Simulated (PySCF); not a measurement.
# What an electron can do to BBr

CCSD(T) in PySCF with def2-TZVPPD on every atom, for the lowest determinant that a PBE0 search found; no spin–orbit coupling.

| species | state (unpaired electrons) | Re (Å) | ωe (cm⁻¹) | energy of the minimum from the neutral (eV) | De (eV) | dissociates to |
| --- | --- | --- | --- | --- | --- | --- |
| BBr | singlet (closed shell) | 1.898 | 690 | 0.00 | 4.46 | B + Br |
| BBr⁺ | doublet (σ ↑) | 1.756 | 945 | 9.62 | 3.05 | B⁺ + Br |
| BBr⁻ | doublet (π ↑) | 2.123 | 384 | -0.06 | 1.17 | B + Br⁻ |

**Question.** Work out the lowest energy to break BBr into atoms, from its vibrational ground state.

**Answer.** D0 = De − ωe/2 = 4.46 − 0.04 = 4.42 eV (CCSD(T)/def2-TZVPPD).

**Question.** Work out the ionisation energy of the B atom at this level and the threshold of dissociative ionisation.

**Answer.** IE(B) = 9.62 + 3.05 − 4.46 = 8.21 eV, so B⁺ + Br + e⁻ appears at D0 + IE(B) = 12.63 eV (CCSD(T)/def2-TZVPPD). The measured IE(B) is 8.298 eV (NIST ASD).

**Question.** Work out the electron affinity of the Br atom and the threshold of dissociative attachment.

**Answer.** EA(Br) = 4.46 − 1.17 − (-0.06) = 3.35 eV, so B + Br⁻ needs D0 − EA(Br) = 1.07 eV (CCSD(T)/def2-TZVPPD). The measured EA(Br) is 3.364 eV.

**Question.** At which energy does ion-pair formation open?

**Answer.** B⁺ + Br⁻ lies at D0 + IE(B) − EA(Br) = 9.28 eV (CCSD(T)/def2-TZVPPD).

These are thermodynamic thresholds; the onsets seen under electron impact lie higher where the geometry changes, and cross-sections peak well above them.

Correlated steps freeze 10 core orbitals. For an ion De counts to the pair picked by the measured ionisation energies or electron affinities, which need not be the lowest pair at this level. Where the molecule has an RHF reference, its open-shell atoms are computed with UHF. States were picked by a PBE0 search and need not be the measured ground states.
